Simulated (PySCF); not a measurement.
Job file and geometry (Å, from GFN2-xTB) of an NMR shielding run on SMILES C(C=C)C[SiH](N)N, C₄H₁₂N₂Si, GIAO PBE0/pcSseg-1 NMR shielding, non-relativistic, gas phase in PySCF 2.14.0, density-fitted response routines; density fitting, a coarse starting grid and PySCF grid level 2 are the driver's defaults:

```
$ OMP_NUM_THREADS=1 python probes_run.py task.json out

{"job": {"kind": "nmr", "xc": "PBE0", "basis": "pcSseg-1"}, "charge": 0, "multiplicity": 1}
C      2.081817     0.289509     1.215891
C      1.636486     0.737799     0.057146
C      1.147446    -0.123156    -1.059936
C     -0.273619     0.259527    -1.484222
Si    -1.590042    -0.052836    -0.136296
N     -1.475468    -1.733186     0.241470
N     -1.393543     0.706145     1.402550
H      2.425857     0.950997     1.993928
H      2.123028    -0.765197     1.433997
H      1.601026     1.803626    -0.136396
H      1.824309    -0.001629    -1.914217
H      1.170816    -1.170376    -0.755898
H     -0.527252    -0.299045    -2.386398
H     -0.284456     1.313786    -1.767747
H     -2.882092     0.456899    -0.625879
H     -1.529272    -2.398392    -0.512187
H     -2.012175    -2.063917     1.026753
H     -0.620764     0.387183     1.966169
H     -1.431905     1.711514     1.433811
```

Question: Write the output of this run.

Answer: 
```
coarse grid: 15536 points
cycle   1  E = -558.0594251401  dE =  6.205e-01  |g| = 6.564e-01  |ddm| = 3.785e+00
cycle   2  E = -558.0089181423  dE =  5.051e-02  |g| = 8.191e-01  |ddm| = 1.246e+00
cycle   3  E = -558.1581404789  dE = -1.492e-01  |g| = 6.523e-02  |ddm| = 7.696e-01
cycle   4  E = -558.1589769695  dE = -8.365e-04  |g| = 2.741e-02  |ddm| = 8.017e-02
cycle   5  E = -558.1591505963  dE = -1.736e-04  |g| = 6.119e-03  |ddm| = 2.494e-02
cycle   6  E = -558.1591584397  dE = -7.843e-06  |g| = 2.404e-03  |ddm| = 6.692e-03
final grid: 143208 points
cycle   7  E = -558.1943419775  dE = -3.327e-05  |g| = 9.975e-03  |ddm| = 2.651e-02
cycle   8  E = -558.1943282934  dE =  1.368e-05  |g| = 1.280e-02  |ddm| = 1.783e-02
cycle   9  E = -558.1943645162  dE = -3.622e-05  |g| = 1.116e-03  |ddm| = 1.011e-02
cycle  10  E = -558.1943648124  dE = -2.962e-07  |g| = 3.155e-04  |ddm| = 1.189e-03
cycle  11  E = -558.1943648356  dE = -2.322e-08  |g| = 1.085e-04  |ddm| = 3.500e-04
cycle  12  E = -558.1943648383  dE = -2.640e-09  |g| = 3.007e-05  |ddm| = 9.592e-05
cycle  13  E = -558.1943648385  dE = -2.112e-10  |g| = 6.203e-06  |ddm| = 3.131e-05
converged SCF energy = -558.1943648385

GIAO shielding tensors (ppm)
atom      isotropic    diamagn.    paramagn.     s11        s22        s33       span
  0 C       67.009     255.544    -188.535    -43.875     86.059    158.843    202.717
  1 C       33.092     258.789    -225.696    -91.838     38.378    152.737    244.575
  2 C      153.047     248.344     -95.297    140.913    148.906    169.321     28.408
  3 C      167.870     256.453     -88.583    158.108    169.486    176.017     17.909
  4 Si     367.109     880.032    -512.923    323.350    367.228    410.751     87.401
  5 N      252.316     316.700     -64.384    210.809    262.515    283.624     72.815
  6 N      233.797     321.586     -87.789    212.936    229.020    259.436     46.500
  7 H       26.559      30.292      -3.733     23.220     25.940     30.516      7.296
  8 H       26.193      32.645      -6.452     22.398     26.000     30.181      7.782
  9 H       25.572      33.287      -7.715     22.097     26.176     28.443      6.346
 10 H       29.219      30.488      -1.269     24.304     27.649     35.703     11.399
 11 H       29.026      33.527      -4.501     26.079     28.943     32.056      5.976
 12 H       31.159      32.427      -1.268     27.906     28.390     37.180      9.274
 13 H       31.284      33.379      -2.095     27.700     29.463     36.689      8.990
 14 H       26.569      29.104      -2.535     23.315     23.819     32.573      9.258
 15 H       31.817      31.518       0.299     24.565     27.898     42.987     18.422
 16 H       31.290      30.374       0.916     23.825     27.359     42.685     18.860
 17 H       31.589      34.724      -3.135     25.491     28.595     40.683     15.192
 18 H       31.562      32.575      -1.013     25.964     27.140     41.582     15.617
```

Question: Turn these shieldings into chemical shifts. Scale: ¹³C (σref 186.93), ²⁹Si (σref 349.16), ¹H (σref 31.72) vs TMS; NH3 for ¹⁵N (σref 267.73) (reference shieldings calculated alike).

Answer: Averaging equivalent atoms: C 1: 153.8; C 0: 119.9; C 2: 33.9; C 3: 19.1; Si 4: -18.0; N 5/6: 24.7; H 9: 6.14; H 8: 5.52; H 7: 5.16; H 14: 5.15; H 10/11: 2.59; H 12/13: 0.50; H 15/16/17/18: 0.15 ppm. Experimental scales use liquid or dissolved standards, which lie at an offset from isolated NH3 (liquid NH3: subtract about 20 ppm).

Size and cost of the density-fitted run: 186 basis functions, 54 s wall time on 1 thread of an Arm Neoverse N1, shared host; peak memory 0.85 GiB.
